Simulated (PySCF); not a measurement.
Members of one series of related molecules.

All values: CAM-B3LYP/def2-SVPD (PySCF) at PBE0-D3(BJ)/def2-SVP geometries, gas phase, one conformer each. Core orbitals are frozen in the response; Δα² is half the sum of the squared differences of the principal polarisabilities. Atoms past krypton carry effective core potentials. The calculation is non-relativistic apart from the core potentials, for bromine too.

(1) Rank by HOMO–LUMO gap, highest first.
A. `[CH2]=[Nb]([Br])([Br])[Br]` (Nb(CH2)Br3)
B. `[CH2]=[Nb]([Cl])([Cl])[Cl]` (Nb(CH2)Cl3)
C. `[CH2]=[Nb]([S]C)([S]C)[S]C` (Nb(CH2)(SMe)3)
D. `[CH2]=[Nb]([NH2])([NH2])[NH2]` (Nb(CH2)(NH2)3)

(2) Rank by polarisability anisotropy Δα, highest first.
A. `[CH2]=[Nb]([NH2])([NH2])[NH2]` (Nb(CH2)(NH2)3)
B. `[CH2]=[Nb]([Cl])([Cl])[Cl]` (Nb(CH2)Cl3)
C. `[CH2]=[Nb]([Br])([Br])[Br]` (Nb(CH2)Br3)
D. `[CH2]=[Nb]([S]C)([S]C)[S]C` (Nb(CH2)(SMe)3)
E. `[CH2]=[Nb]([CH3])([CH3])[CH3]` (Nb(CH2)Me3)

(3) Rank by vertical ionisation energy (ΔSCF), highest first.
A. `[CH2]=[Nb]([CH3])([CH3])[CH3]` (Nb(CH2)Me3)
B. `[CH2]=[Nb]([Br])([Br])[Br]` (Nb(CH2)Br3)
C. `[CH2]=[Nb]([NH2])([NH2])[NH2]` (Nb(CH2)(NH2)3)

Answers

(1) D (7.74 eV), C (6.98 eV), B (6.40 eV), A (6.12 eV).

(2) D (4.13 Å³), C (2.03 Å³), A (1.77 Å³), E (1.15 Å³), B (0.61 Å³).

(3) B (8.94 eV), A (8.00 eV), C (7.81 eV).

All values together:

```json
{"SMILES": "[CH2]=[Nb]([Cl])([Cl])[Cl]", "change": "parent", "formula": "CH2Cl3Nb", "μ (D)": "1.52", "HOMO (eV)": "-8.63", "LUMO (eV)": "-2.24", "α (Å³)": "14.40", "Δα (Å³)": "0.61", "electrons": "100", "α per electron (Å³)": "0.144", "ΔSCF removal energy (eV)": "–"}
{"SMILES": "[CH2]=[Nb]([Br])([Br])[Br]", "change": "ligand (all three): Cl to Br", "formula": "CH2Br3Nb", "μ (D)": "1.41", "HOMO (eV)": "-8.44", "LUMO (eV)": "-2.32", "α (Å³)": "18.14", "Δα (Å³)": "2.03", "electrons": "154", "α per electron (Å³)": "0.118", "ΔSCF removal energy (eV)": "8.94"}
{"SMILES": "[CH2]=[Nb]([S]C)([S]C)[S]C", "change": "ligand (all three): Cl to SMe", "formula": "C4H11NbS3", "μ (D)": "1.92", "HOMO (eV)": "-8.09", "LUMO (eV)": "-1.11", "α (Å³)": "24.57", "Δα (Å³)": "4.13", "electrons": "124", "α per electron (Å³)": "0.198", "ΔSCF removal energy (eV)": "–"}
{"SMILES": "[CH2]=[Nb]([CH3])([CH3])[CH3]", "change": "ligand (all three): Cl to Me", "formula": "C4H11Nb", "μ (D)": "1.05", "HOMO (eV)": "-7.53", "LUMO (eV)": "-0.54", "α (Å³)": "14.86", "Δα (Å³)": "1.15", "electrons": "76", "α per electron (Å³)": "0.195", "ΔSCF removal energy (eV)": "8.00"}
{"SMILES": "[CH2]=[Nb]([NH2])([NH2])[NH2]", "change": "ligand (all three): Cl to NH2", "formula": "CH8N3Nb", "μ (D)": "2.06", "HOMO (eV)": "-7.25", "LUMO (eV)": "0.48", "α (Å³)": "12.80", "Δα (Å³)": "1.77", "electrons": "76", "α per electron (Å³)": "0.168", "ΔSCF removal energy (eV)": "7.81"}
```

Conformers: `[CH2]=[Nb]([S]C)([S]C)[S]C` (singlet state); `[CH2]=[Nb]([NH2])([NH2])[NH2]` (singlet state).

A dash marks a removal energy that wasn't run or isn't settled.

Q: Give the shifts from the parent, `[CH2]=[Nb]([Cl])([Cl])[Cl]`.

A: 
| SMILES | change in μ (D) | change in HOMO (eV) | change in LUMO (eV) | change in mean α (Å³) |
| --- | --- | --- | --- | --- |
| [CH2]=[Nb]([Br])([Br])[Br] | -0.11 | +0.19 | -0.08 | +3.74 |
| [CH2]=[Nb]([S]C)([S]C)[S]C | +0.40 | +0.54 | +1.13 | +10.17 |
| [CH2]=[Nb]([CH3])([CH3])[CH3] | -0.47 | +1.10 | +1.70 | +0.46 |
| [CH2]=[Nb]([NH2])([NH2])[NH2] | +0.54 | +1.38 | +2.72 | -1.60 |
